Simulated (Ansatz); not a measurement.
Mulliken charges of F₃HNV, SMILES `[NH]=[V]([F])([F])[F]` from PBE/def2-TZVPP in Ansatz (PBE0-D4/def2-TZVP geometry).

```csv
atom,x (Å),y (Å),z (Å),charge (e)
N1,-0.590,0.678,0.712,-0.556
V2,0.228,-0.266,-0.274,1.244
F3,0.918,-1.545,0.653,-0.297
F4,-0.864,-0.888,-1.453,-0.297
F5,1.461,0.678,-1.023,-0.297
H6,-1.110,1.279,1.339,0.203
```

By hand: the dipole of these point charges (1 e Å = 4.8032 D).

Σ q r = (-0.064, 0.073, 0.077) e Å, of length 0.124 e Å = 0.60 D.

How does the dipole of the full density compare? (Estimate.)

Computed: (-0.224, 0.258, 0.269) e Å, 2.09 D; the point charges give 0.29 times that, at 0° from its direction.

Point charges leave out the atoms' own dipoles, such as those of lone pairs, and Mulliken's split depends on the basis, so the two needn't agree.
